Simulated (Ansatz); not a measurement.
**CH5AlNO: where a starting geometry ends**

The starting geometry of this gas-phase doublet was optimised with GFN2-xTB; its bonds are those of `C[NH][Al][OH]`.

```xyz
9

C    -2.3205   -0.9861    1.3118
Al   -1.1610   -1.1583   -1.4764
N    -1.9778   -1.6564    0.0657
O    -0.4492    0.1520   -2.1973
H    -1.9998    0.0522    1.2459
H    -3.4004   -1.0025    1.4936
H    -1.8192   -1.4479    2.1692
H    -2.2752   -2.6279    0.1014
H    -0.0481    0.9278   -2.5728
```

Where would you expect an optimisation with B3LYP-D3(BJ)/6-311G** to take it?

It keeps its bonds, and is `C[NH][Al][OH]`.

The energy falls by 0.32 eV over 17 steps:

```tsv
step	E − E(last) (eV)
1	0.318
3	0.132
5	0.095
6	0.092
8	0.091
10	0.090
12	0.014
13	0.003
15	0.000
17	0.000
```

Final geometry (Å):

```
atom    x (Å)    y (Å)    z (Å)
   C  -2.1688  -0.8611   1.0553
  Al  -1.1903  -1.4915  -1.6290
   N  -1.9677  -1.7998  -0.0455
   O  -0.5646   0.0642  -2.0106
   H  -1.7622   0.1168   0.7832
   H  -3.2303  -0.7140   1.2911
   H  -1.6586  -1.1776   1.9737
   H  -2.3298  -2.7200   0.1650
   H  -0.5790   0.8359  -1.4421
```

Frequencies at the end are all real (lowest 92 cm⁻¹). Open shells are spin-unrestricted. Run with Ansatz 0.2.0, 47 s on 2 threads of Arm Neoverse V2, on a shared host.
